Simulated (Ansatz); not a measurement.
Gas-phase electronic energies from Ansatz, PBE0-D4/def2-TZVP geometries. CCSD(T)/CBS is the MP2 limit (def2-TZVPP, def2-QZVPP) plus CCSD(T) − MP2 in def2-TZVPP, frozen cores. Elements past krypton have def2 core potentials. For I, Sc outer-core shells are correlated without core-valence functions, which leaves a few kJ/mol of doubt a bond. Scalar relativity is left out up to krypton. Each species was taken in one conformer, which may not be the lowest.

Reaction (redistribution): `C[O][Sc]([NH2])[OH]` + `Cl[SiH](Cl)I` → `[NH2][Sc]([OH])[Cl]` + `CO[SiH](Cl)I`

```json
{"species": "`C[O][Sc]([NH2])[OH]`", "CCSD(T)/CBS(def2) energy (Eh)": "-1007.05110"}
{"species": "`Cl[SiH](Cl)I`", "CCSD(T)/CBS(def2) energy (Eh)": "-1506.81701"}
{"species": "`[NH2][Sc]([OH])[Cl]`", "CCSD(T)/CBS(def2) energy (Eh)": "-1351.83246"}
{"species": "`CO[SiH](Cl)I`", "CCSD(T)/CBS(def2) energy (Eh)": "-1162.05764"}
```

Question: Work out ΔE.

Answer: ΔE = (-1351.83246) + (-1162.05764) − (-1007.05110) − (-1506.81701) = -0.02199 Eh = -13.8 kcal/mol.

Largest T1 diagnostic among the species: 0.016.

At CCSD(T), def2-SVP lies +2.7 kcal/mol from the extrapolated value and def2-TZVPP −1.1 kcal/mol. In def2-TZVPP, CCSD(T) changes the Hartree–Fock value by +5.1 kcal/mol (the triples alone add +0.6 kcal/mol) and MP2 by +5.9 kcal/mol.
